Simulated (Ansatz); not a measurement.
# How methods differ on InH2F (SMILES [F][InH2])

InH2F has 4 atoms, charge 0, and is taken as a singlet. As SMILES, `[F][InH2]`. The coordinates come from a PBE0-D4/def2-TZVP relaxation.

```xyz
4

F    -1.6318   -0.6294    0.1886
In    0.1944    0.0523   -0.0263
H     1.3043   -0.9651    0.7679
H     0.1886    1.4819   -0.9504
```

Quantity: the energy change with the F1–In2 bond stretched from 1.961 to 2.451 Å, in eV. The values are calculated.

```
                        level                    kind  program  value (eV)  less FCI/STO-3G
    BHLYP/STO-3G (restricted)           global hybrid   Ansatz        2.11            +0.46
     PBE0/STO-3G (restricted)           global hybrid   Ansatz        1.96            +0.31
CAM-B3LYP/STO-3G (restricted)  range-separated hybrid   Ansatz        2.09            +0.44
    wB97X/STO-3G (restricted)  range-separated hybrid   Ansatz        2.05            +0.40
  BCCD(T)/STO-3G (restricted)   coupled cluster or CI   Ansatz        1.70            +0.05
  CCSD(T)/STO-3G (restricted)   coupled cluster or CI   Ansatz        1.68            +0.03
     CCSD/STO-3G (restricted)   coupled cluster or CI   Ansatz        1.62            -0.03
   CCSDTQ/STO-3G (restricted)   coupled cluster or CI   Ansatz        1.65             0.00
                   FCI/STO-3G      exact in the basis   Ansatz        1.65             0.00
```

FCI/STO-3G is exact within its basis and frozen core, so for wave-function methods in that basis the difference is their error; functionals converge differently with the basis, so for them it is only a difference. All-electron rows without a relativistic Hamiltonian named are non-relativistic. The first shape isn't each level's own minimum. The values span 1.62 to 2.11 eV. All rows use very small basis sets, so none should be taken for the real molecule's value. In the correlated wave-function rows the outer d shell of In is correlated, in sets not made for it.
